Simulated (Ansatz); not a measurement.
`S[SiH]1BN1` + H₂O → `O[SiH]1BN1` + H₂S at 500 K and 1 bar (formal hydrolysis of the Si–S bond).

Calculated with Ansatz (gas phase, PBE0-D4/def2-TZVP geometries, no zero-point term in ΔE). CCSD(T)/CBS adds triple-zeta CCSD(T) − MP2 to the extrapolated MP2 energy (def2 sets, frozen cores). This one scheme is used for every species. Each species was taken in one conformer, which may not be the lowest.

```csv
species,CCSD(T)/CBS energy (Eh),H − E (kJ/mol),S (J/(mol·K))
`S[SiH]1BN1`,-768.78804,161.9,365.7
H₂O,-76.37941,73.2,206.3
`O[SiH]1BN1`,-446.20554,171.3,347.1
H₂S,-398.97279,57.0,224.0
```

H − E and S are ideal-gas, rigid-rotor, harmonic terms from PBE0-D4/def2-TZVP, for one conformer and one mirror image of each species. 1 Eh = 2625.50 kJ/mol, R = 8.31446 J/(mol·K).

Problem. By hand: ΔE, ΔH, ΔS and ΔG.

Solution. ΔE = (-446.20554) + (-398.97279) − (-768.78804) − (-76.37941) = -0.01088 Eh = -28.6 kJ/mol. Δ(H − E) = 171.3 + 57.0 − 161.9 − 73.2 = -6.8, so ΔH = -35.4 kJ/mol. ΔS = 347.1 + 224.0 − 365.7 − 206.3 = -0.9 J/(mol·K). ΔG = -35.4 − 500 × (-0.9)/1000 = -34.9 kJ/mol.

Problem. By hand: the equilibrium constant, and the temperature at which ΔG would vanish if ΔH and ΔS stayed fixed.

Solution. log₁₀ K = −ΔG/(RT ln 10) = 3.6. ΔG = 0 at ΔH/ΔS = 39333 K, far beyond where these terms or the molecules hold.

The number of gas molecules stays the same, so ΔS is small and ΔH decides. A doubt of 5 kJ/mol in ΔE shifts log₁₀ K by 0.5 here. Other conformers and mirror images would add mixing entropy, several J/(mol·K) or more a flexible species. These are equilibria of isolated gas molecules and say nothing of rates. Largest T1 diagnostic: 0.014 (customary marks: 0.02 for closed shells, 0.045 for open ones).
